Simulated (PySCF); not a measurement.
Gas-phase reaction: GeHCl3 + 2 HBr = GeBr2 + 3 Cl + 3 H

Computed with PySCF and rigid-rotor harmonic-oscillator thermochemistry at 1 bar. † marks an energy on the PBE0/def2-TZVP geometry and frequencies; other levels use their own. MP2 and CCSD(T) freeze the core. 6-31G* has spherical d functions here. Open shells (unrestricted): Cl (multiplicity 2), H (multiplicity 2); the rest are closed-shell singlets. Spin-orbit splitting is ignored; it lowers the true energy and changes the entropy of Cl. Br, Ge: all electrons, no relativistic terms. MP2 isn't extrapolated to the basis-set limit. CCSD(T) isn't extrapolated to the basis-set limit.

MP2/def2-TZVPP† gives ΔH°(298 K) = 1395 kJ.

Question: What do CCSD(T)/def2-TZVPP†, ωB97M-V/def2-TZVP†, HF/6-31G* give?

Answer: CCSD(T)/def2-TZVPP†: 1378 kJ; ωB97M-V/def2-TZVP†: 1392 kJ; HF/6-31G*: 958 kJ. For scale, ΔH°(298 K) is 1395 kJ at this level, 1392 kJ at ωB97M-V/def2-TZVP†, and runs from 958 to 1567 kJ over the 20 levels computed.
